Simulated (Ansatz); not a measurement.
The cluster CoSi₆ (the lowest doublet isomer of a short search) was relaxed with r2SCAN-D4 (def2-SVP) in Ansatz in these states: neutral quartet, neutral sextet. The geometries follow in no particular order.

A:

```tsv
atom	x (Å)	y (Å)	z (Å)
Co1	0.9732	-1.7058	0.2863
Si2	-0.3573	1.5025	-1.4077
Si3	-1.1785	-0.5322	-0.2606
Si4	0.6188	-0.7674	-1.8571
Si5	-0.9330	1.5789	1.0020
Si6	-0.2836	-0.6408	1.9819
Si7	1.1603	0.5648	0.2552
```

B:

```xyz
7

Co    0.927   -0.457    1.202
Si    0.637   -0.683   -1.259
Si   -1.334   -0.525    0.219
Si    0.070   -2.435    0.314
Si   -0.979    1.165   -1.466
Si   -0.571    1.493    1.249
Si    1.249    1.442   -0.259
```

Problem. Judge from the bond lengths which geometry belongs to which state (an estimate).

Solution. A is the neutral quartet (Co1–Si2 3.864 Å, Si5–Si6 2.512 Å, Si6–Si7 2.553 Å); B is the neutral sextet (Co1–Si2 2.489 Å, Si5–Si6 2.765 Å, Si6–Si7 2.365 Å).

At PBE0-D4/def2-TZVP a quartet lies 1.14 eV below the neutral sextet. These are the stationary points nearest to one start from a short search; other shapes may lie lower in each state.
